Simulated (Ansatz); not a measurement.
Consider the formal exchange of groups at the Si–Si bond: `S[SiH2][SiH2]CCl` + `CSCO` → `OC[SiH2]CCl` + `CS[SiH2]S`.

Isolated molecules relaxed with PBE0-D4/def2-TZVP in Ansatz; ΔE leaves out vibrations. CCSD(T)/CBS is the MP2 limit (def2-TZVPP, def2-QZVPP) plus CCSD(T) − MP2 in def2-TZVPP, frozen cores. DFT in def2-TZVPP. B3LYP here is the variant with VWN-RPA as its local correlation; programs differ in this. Each species was taken in one conformer, which may not be the lowest.

`S[SiH2][SiH2]CCl`:

```xyz
12

S     0.944    0.683    3.090
Si   -0.428   -0.018    1.598
Si    0.468    0.350   -0.536
C    -0.646   -0.370   -1.881
Cl    0.076   -0.100   -3.492
H     1.989   -0.020    2.619
H    -0.765   -1.456    1.793
H    -1.660    0.781    1.823
H     1.799   -0.312   -0.610
H     0.634    1.808   -0.763
H    -1.630    0.100   -1.882
H    -0.781   -1.445   -1.759
```

`CSCO`:

Z-matrix (Å, degrees):
```
C
S 1 1.799
H 1 1.090 2 107.3
H 1 1.091 2 111.0 3 119.0
H 1 1.090 2 110.4 3 -118.8
C 2 1.802 1 99.5 3 172.6
O 6 1.400 2 114.6 1 -65.4
H 6 1.097 2 104.8 1 170.7
H 6 1.091 2 109.7 1 54.3
H 7 0.963 6 107.8 2 -53.8
```

`OC[SiH2]CCl`:

Z-matrix (Å, degrees):
```
C
Si 1 1.890
O 1 1.416 2 114.4
H 1 1.094 2 108.1 3 -118.7
H 1 1.102 2 109.6 3 126.4
C 2 1.890 1 110.4 3 -72.1
H 2 1.484 1 110.9 3 48.3
H 2 1.491 1 110.1 3 170.4
H 3 0.962 1 108.4 2 52.0
Cl 6 1.795 2 110.4 1 53.7
H 6 1.090 2 112.5 1 172.9
H 6 1.091 2 111.7 1 -65.0
```

`CS[SiH2]S`:

Z-matrix (Å, degrees):
```
C
S 1 1.815
H 1 1.090 2 110.6
H 1 1.089 2 106.8 3 -118.8
H 1 1.090 2 110.9 3 122.4
Si 2 2.118 1 99.9 3 -55.2
S 6 2.138 2 113.7 1 58.3
H 6 1.485 2 112.2 1 -57.8
H 6 1.482 2 104.7 1 -178.7
H 7 1.344 6 94.4 2 59.4
```

(1) Is it downhill or uphill in electronic energy at CCSD(T)/CBS, and by how much? (Estimate.)

(2) What do these levels give: r2SCAN-D4, PBE0-D4, ωB97X-V, PBE, r2SCAN, B3LYP, MP2/def2-TZVPP, SCS-MP2/def2-TZVPP, CCSD/def2-TZVPP, HF/def2-QZVPP, SCS-MP2/def2-QZVPP, HF/CBS(def2)? (Best estimate.)

Largest T1 diagnostic among the species: 0.011.

## Answers

(1) Computed: Downhill: ΔE = -18.3 kcal/mol.

(2) Computed: r2SCAN-D4 -17.6, PBE0-D4 -16.7, ωB97X-V -17.7, PBE -15.1, r2SCAN -17.5, B3LYP -16.9, MP2/def2-TZVPP -19.6, SCS-MP2/def2-TZVPP -18.9, CCSD/def2-TZVPP -17.9, HF/def2-QZVPP -18.0, SCS-MP2/def2-QZVPP -19.2, HF/CBS(def2) -18.0 kcal/mol.

From PBE to PBE0 (25 % exact exchange), in def2-TZVPP and without D4, ΔE moves by −1.0 kcal/mol. The D4 term adds −1.2 kcal/mol with B3LYP and −0.7 kcal/mol with PBE0; it sums over pairs of atoms, weighted by their polarisabilities, and B3LYP, whose exchange is more repulsive, gets the larger term.
